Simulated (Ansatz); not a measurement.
```yaml
crystal:
  periodic: [false, false, false]
  atoms:
    - {symbol: Cu, position_ang: [0.474355, -1.549154, -0.459501]}
    - {symbol: N, position_ang: [-0.747285, -3.081379, -0.828935]}
    - {symbol: Cl, position_ang: [2.403973, -0.616096, -1.220499]}
    - {symbol: Cu, position_ang: [1.306771, 0.748195, 0.305290]}
    - {symbol: N, position_ang: [2.842844, 1.641482, 1.325051]}
    - {symbol: Cl, position_ang: [0.593319, -1.139201, 1.993532]}
    - {symbol: Cu, position_ang: [-1.201030, -0.142712, 0.949600]}
    - {symbol: N, position_ang: [-2.516009, 0.199628, 2.482888]}
    - {symbol: Cl, position_ang: [-2.597996, -0.385606, -0.892225]}
    - {symbol: Cu, position_ang: [-0.635554, 0.637111, -1.422341]}
    - {symbol: N, position_ang: [0.422008, 1.222365, -3.008438]}
    - {symbol: Cl, position_ang: [-0.390995, 2.300040, 0.411647]}
    - {symbol: H, position_ang: [-0.872387, -3.689470, -0.006722]}
    - {symbol: H, position_ang: [-1.671335, -2.671308, -1.050978]}
    - {symbol: H, position_ang: [-0.477323, -3.693142, -1.612115]}
    - {symbol: H, position_ang: [3.752057, 1.562020, 0.847591]}
    - {symbol: H, position_ang: [2.951752, 1.182931, 2.241810]}
    - {symbol: H, position_ang: [2.679468, 2.641889, 1.510088]}
    - {symbol: H, position_ang: [-2.261613, -0.290786, 3.352667]}
    - {symbol: H, position_ang: [-3.486272, -0.061188, 2.255929]}
    - {symbol: H, position_ang: [-2.526297, 1.207038, 2.701056]}
    - {symbol: H, position_ang: [1.330718, 0.730348, -2.953032]}
    - {symbol: H, position_ang: [0.620570, 2.233208, -2.995166]}
    - {symbol: H, position_ang: [0.006262, 1.013787, -3.927189]}
basis:
  gaussian: {orbitals: def2-TZVP, initial_orbitals: start.molden}
total_charge: 1
magnetization: {spin_polarized: true, initial_magnetization: 1}
hamiltonian: {xc: pbe0, dispersion: d4}
scf: {omitted_lower_state_checks: [starts]}
output: {orbitals: {seedname: orbitals}}
```

The file start.molden holds the orbitals of an earlier run on this structure, at another level or in another basis.

```sh
$ ansatz run in.yaml --threads 4 --pin off --events-out ev --progress --plain --max-ram 6963MiB
```

**Question.** Does this run fit into the memory that it is given?

**Answer.** No. It has 524 basis functions, and Ansatz plans for 12 GiB where 7 GiB are given.
